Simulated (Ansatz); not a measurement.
System: sum formula H2SiO2Cl2, net charge 0, singlet state. SMILES: O[Si](O)(Cl)Cl
Structure (B3LYP-D3(BJ)/def2-TZVP (Ansatz, a program for electronic structure) minimum search):
```
Si
O 1 1.6191
H 2 0.9616 1 118.35
O 1 1.6261 2 109.05 3 52.18
H 4 0.9610 1 119.05 2 -168.68
Cl 1 2.0364 2 106.66 3 173.58
Cl 1 2.0551 2 111.81 3 -68.40
```

Parts of the frozen-core correlation energy in cc-pV(T+d)Z (Ansatz, hartree). Frozen orbitals: 17; correlated occupied orbitals by spin: 16 and 16; virtual: 172 and 172. No spin-orbit coupling. No relativistic terms.

```
term                             value
-------------------------  -----------
reference (HF)             -1359.17428
MP2 opposite-spin                    ?
MP2 same-spin                 -0.25023
CCSD correlation                     ?
(T)                                  ?
T1 diagnostic                    0.010
largest doubles amplitude        0.019
```

Q: Fill in the missing entries.

A: 
- MP2 opposite-spin, value: -0.71927
- CCSD correlation, value: -1.00456
- (T), value: -0.03954
